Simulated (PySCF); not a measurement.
PySCF input file for Ti(OH)3(NH2) (H5NO3Ti), SMILES [NH2][Ti]([OH])([OH])[OH], multiplicity 1, TDA-M06-2X/def2-SVPD. Coordinates come from a B3LYP-D3(BJ)/def2-SVP optimisation. The spin state was assumed, not searched. The structure was generated by enumeration; whether it is a known compound was not checked. Other conformers were not sampled.

```python
import numpy as np
from pyscf import gto, scf, dft, tdscf

mol = gto.M(
    atom='''
    Ti    0.03202556    0.02249682   -0.00667292
    O     1.40677248   -0.46739641   -1.06607889
    H     2.26117466   -0.82899035   -0.80123294
    O     0.53044182    0.40380616    1.67799516
    H     0.52498465    1.25422276    2.13342541
    O    -0.76266385    1.46805379   -0.73881247
    H    -1.68197933    1.55996852   -1.01451356
    N    -1.17539170   -1.41582759    0.08050315
    H    -1.25737168   -2.14548225   -0.62503954
    H    -1.72003222   -1.65956408    0.90581263
    ''',
    basis='def2-SVPD',
    charge=0,
    spin=0,
    max_memory=1600,
    verbose=4,
)
mf = dft.RKS(mol, xc='m06-2x').density_fit(auxbasis='def2-universal-jkfit')
mf.grids.level = 4
mf.conv_tol = 1e-9
mf.max_cycle = 100
mf.kernel()
mf.grids = dft.Grids(mol).set(level=2).build(with_non0tab=True)  # coarser grid for the response kernel
td = tdscf.TDA(mf)
td.singlet = True
td.nstates = 10
td.conv_tol = 1e-4
td.positive_eig_threshold = 1e-6
td.kernel(x0=td.get_init_guess(mf, 15))
td.analyze()
tt = tdscf.TDA(mf)
tt.singlet = False
tt.nstates = 4
tt.conv_tol = 1e-4
tt.positive_eig_threshold = 1e-6
tt.kernel(x0=tt.get_init_guess(mf, 9))
tt.analyze(verbose=3)
```

Output:

```
PySCF version 2.14.0

[INPUT] verbose = 4
[INPUT] num. atoms = 10
[INPUT] num. electrons = 58
[INPUT] charge = 0
[INPUT] spin (= nelec alpha-beta = 2S) = 0
[INPUT] symmetry False subgroup None
[INPUT] Mole.unit = angstrom
[INPUT] Symbol           X                Y                Z      unit          X                Y                Z       unit  Magmom
[INPUT]  1 Ti     0.032025560000   0.022496820000  -0.006672920000 AA    0.060519537386   0.042512828474  -0.012609991251 Bohr   0.0
[INPUT]  2 O      1.406772480000  -0.467396410000  -1.066078890000 AA    2.658414706775  -0.883251206505  -2.014597129280 Bohr   0.0
[INPUT]  3 H      2.261174660000  -0.828990350000  -0.801232940000 AA    4.273000827207  -1.566564721407  -1.514110818580 Bohr   0.0
[INPUT]  4 O      0.530441820000   0.403806160000   1.677995160000 AA    1.002389764816   0.763083049812   3.170951290746 Bohr   0.0
[INPUT]  5 H      0.524984650000   1.254222760000   2.133425410000 AA    0.992077208101   2.370137515596   4.031589732088 Bohr   0.0
[INPUT]  6 O     -0.762663850000   1.468053790000  -0.738812470000 AA   -1.441225801606   2.774219599230  -1.396153225713 Bohr   0.0
[INPUT]  7 H     -1.681979330000   1.559968520000  -1.014513560000 AA   -3.178480280879   2.947913265743  -1.917152778058 Bohr   0.0
[INPUT]  8 N     -1.175391700000  -1.415827590000   0.080503150000 AA   -2.221168402087  -2.675526384703   0.152128905665 Bohr   0.0
[INPUT]  9 H     -1.257371680000  -2.145482250000  -0.625039540000 AA   -2.376088111984  -4.054373857616  -1.181153547624 Bohr   0.0
[INPUT] 10 H     -1.720032220000  -1.659564080000   0.905812630000 AA   -3.250389821228  -3.136121597366   1.711737790872 Bohr   0.0

nuclear repulsion = 324.805184673895
number of shells = 67
number of NR pGTOs = 255
number of NR cGTOs = 163
basis = def2-SVPD
ecp = {}


[settings echo left out]
init E= -1132.36337481068
  HOMO = -0.344043882870514  LUMO = -0.0700292336834458  gap/eV = 7.45632
cycle= 1 E= -1132.2384745099  delta_E= 0.125  |g|= 1.37  |ddm|= 3.86
  HOMO = -0.231573042411577  LUMO = -0.113980194382911  gap/eV = 3.19986
cycle= 2 E= -1129.9330892644  delta_E= 2.31  |g|= 4.05  |ddm|= 4.05
  HOMO = -0.269517845971984  LUMO = 0.00081899304034172  gap/eV = 7.35624
cycle= 3 E= -1132.58407377681  delta_E= -2.65  |g|= 0.497  |ddm|= 2.62
  HOMO = -0.336159469833859  LUMO = -0.044011359903585  gap/eV = 7.94975
cycle= 4 E= -1132.63151258936  delta_E= -0.0474  |g|= 0.154  |ddm|= 0.615
  HOMO = -0.332406377132805  LUMO = -0.00454406101603544  gap/eV = 8.92159
cycle= 5 E= -1132.63728854426  delta_E= -0.00578  |g|= 0.0314  |ddm|= 0.165
  HOMO = -0.326264901075492  LUMO = -0.004443692414557  gap/eV = 8.75720
cycle= 6 E= -1132.63749676696  delta_E= -0.000208  |g|= 0.0087  |ddm|= 0.0348
  HOMO = -0.327336656747552  LUMO = -0.00454879141876674  gap/eV = 8.78351
cycle= 7 E= -1132.63751777543  delta_E= -2.1e-05  |g|= 0.00136  |ddm|= 0.00939
  HOMO = -0.327406148089199  LUMO = -0.0045384310556984  gap/eV = 8.78568
cycle= 8 E= -1132.63751906889  delta_E= -1.29e-06  |g|= 0.000914  |ddm|= 0.00301
  HOMO = -0.327388168266119  LUMO = -0.00453960004083243  gap/eV = 8.78516
cycle= 9 E= -1132.63751930119  delta_E= -2.32e-07  |g|= 0.000429  |ddm|= 0.00108
  HOMO = -0.327407514708211  LUMO = -0.00453673715344971  gap/eV = 8.78576
cycle= 10 E= -1132.63751936976  delta_E= -6.86e-08  |g|= 7.68e-05  |ddm|= 0.000619
  HOMO = -0.327401289766333  LUMO = -0.00453711406056856  gap/eV = 8.78558
cycle= 11 E= -1132.63751937405  delta_E= -4.3e-09  |g|= 2.24e-05  |ddm|= 0.000195
  HOMO = -0.327401755230095  LUMO = -0.00453709250862699  gap/eV = 8.78559
cycle= 12 E= -1132.63751937428  delta_E= -2.26e-10  |g|= 8.17e-06  |ddm|= 4.35e-05
  HOMO = -0.327400996949017  LUMO = -0.00453723428066377  gap/eV = 8.78557
Extra cycle  E= -1132.63751937429  delta_E= -1.5e-11  |g|= 1e-05  |ddm|= 1.77e-05
converged SCF energy = -1132.63751937429
tot grids = 84736
Overwritten attributes  positive_eig_threshold  of <class 'pyscf.tdscf.rks.TDA'>


******** <class 'pyscf.tdscf.rks.TDA'> for <class 'pyscf.df.df_jk.DFRKS'> ********
nstates = 10 singlet
deg_eia_thresh = 1.000e-03
wfnsym = None
conv_tol = 0.0001
eigh lindep = 1e-12
eigh level_shift = 0
eigh max_cycle = 100


Excitation energies (eV)
[4.94084407 5.658074   5.92712525 6.20491494 6.38866141 6.51604974
 6.62702681 6.72236839 6.85308655 7.03091294]

** Singlet excitation energies and oscillator strengths **
Excited State   1:      4.94084 eV    250.94 nm  f=0.0015
      29 -> 30        0.23659
      29 -> 31       -0.65476
Excited State   2:      5.65807 eV    219.13 nm  f=0.0467
      29 -> 32        0.64063
      29 -> 33       -0.16156
      29 -> 36       -0.13738
      29 -> 37        0.10863
Excited State   3:      5.92713 eV    209.18 nm  f=0.0028
      29 -> 33        0.36560
      29 -> 34        0.30889
      29 -> 35       -0.44237
      29 -> 37       -0.19883
Excited State   4:      6.20491 eV    199.82 nm  f=0.0058
      29 -> 30       -0.23350
      29 -> 33        0.10681
      29 -> 34       -0.14124
      29 -> 35        0.24810
      29 -> 36       -0.19582
      29 -> 37       -0.50494
      29 -> 38        0.17682
Excited State   5:      6.38866 eV    194.07 nm  f=0.0399
      29 -> 30       -0.53580
      29 -> 31       -0.22761
      29 -> 34        0.22188
      29 -> 37        0.23320
Excited State   6:      6.51605 eV    190.28 nm  f=0.0722
      29 -> 30       -0.10750
      29 -> 32        0.18826
      29 -> 33        0.27357
      29 -> 34       -0.26580
      29 -> 36        0.35174
      29 -> 38       -0.35143
Excited State   7:      6.62703 eV    187.09 nm  f=0.0065
      24 -> 31       -0.10570
      26 -> 31       -0.15765
      27 -> 31        0.18088
      28 -> 30       -0.16686
      28 -> 31        0.49037
      28 -> 32       -0.31456
Excited State   8:      6.72237 eV    184.44 nm  f=0.0012
      27 -> 30        0.11505
      27 -> 31       -0.29461
      28 -> 30        0.10188
      28 -> 31       -0.17009
      28 -> 32       -0.54536
Excited State   9:      6.85309 eV    180.92 nm  f=0.0074
      26 -> 31        0.15035
      27 -> 30       -0.19348
      27 -> 31        0.46050
      27 -> 32        0.10964
      28 -> 30        0.11945
      28 -> 31       -0.26458
      28 -> 32       -0.22122
Excited State  10:      7.03091 eV    176.34 nm  f=0.0048
      26 -> 30        0.21601
      26 -> 31       -0.50167
      26 -> 32       -0.16198
      26 -> 35       -0.10029
      26 -> 37        0.11178
      27 -> 31        0.13265
      27 -> 32       -0.20371
      28 -> 31       -0.14660

** Transition electric dipole moments (AU) **
state          X           Y           Z        Dip. S.      Osc.
  1         0.0122     -0.0391     -0.1023      0.0121      0.0015
  2         0.2662      0.5063     -0.0995      0.3372      0.0467
  3        -0.0508      0.1106     -0.0693      0.0196      0.0028
  4         0.1462      0.1171      0.0543      0.0380      0.0058
  5         0.2956     -0.3674      0.1798      0.2547      0.0399
  6         0.5153      0.4316      0.0153      0.4521      0.0722
  7         0.0973     -0.1351      0.1106      0.0399      0.0065
  8        -0.0484      0.0665      0.0258      0.0074      0.0012
  9        -0.2051     -0.0247      0.0366      0.0440      0.0074
 10        -0.1668      0.0137     -0.0081      0.0281      0.0048

** Transition velocity dipole moments (imaginary part, AU) **
state          X           Y           Z        Dip. S.      Osc.
  1         0.0054     -0.0089     -0.0079      0.0002      0.0006
  2         0.0241      0.0378     -0.0038      0.0020      0.0065
  3         0.0225     -0.0175      0.0151      0.0010      0.0032
  4         0.0442     -0.0136      0.0149      0.0024      0.0069
  5         0.0719     -0.0530      0.0369      0.0093      0.0265
  6         0.0374      0.0512     -0.0073      0.0041      0.0113
  7         0.0106     -0.0201      0.0131      0.0007      0.0019
  8        -0.0137      0.0139      0.0039      0.0004      0.0011
  9        -0.0271      0.0062      0.0063      0.0008      0.0021
 10        -0.0239     -0.0070      0.0020      0.0006      0.0016

** Transition magnetic dipole moments (imaginary part, AU) **
state          X           Y           Z
  1        -0.3809     -0.0572     -0.0626
  2        -0.1767      0.2311      0.2387
  3        -0.2766      0.2583      0.2867
  4         0.2644     -0.2502      0.1364
  5         0.1809     -0.1721     -0.9278
  6         0.0489     -0.1775     -0.5412
  7        -0.8142      0.3352     -0.2219
  8         0.0492     -0.3451     -0.0445
  9        -0.2007      0.3236      0.1565
 10        -0.3353     -0.6287     -0.5144


******** <class 'pyscf.tdscf.rks.TDA'> for <class 'pyscf.df.df_jk.DFRKS'> ********
nstates = 4 triplet
deg_eia_thresh = 1.000e-03
wfnsym = None
conv_tol = 0.0001
eigh lindep = 1e-12
eigh level_shift = 0
eigh max_cycle = 100


Excitation energies (eV)
[4.70808217 4.81412226 5.62758014 5.85974148]

** Triplet excitation energies and oscillator strengths **
Excited State   1:      4.70808 eV    263.34 nm  f=0.0000
Excited State   2:      4.81412 eV    257.54 nm  f=0.0000
Excited State   3:      5.62758 eV    220.32 nm  f=0.0000
Excited State   4:      5.85974 eV    211.59 nm  f=0.0000
```

Self-consistency was reached.

Cost: very roughly 9 core-minutes.
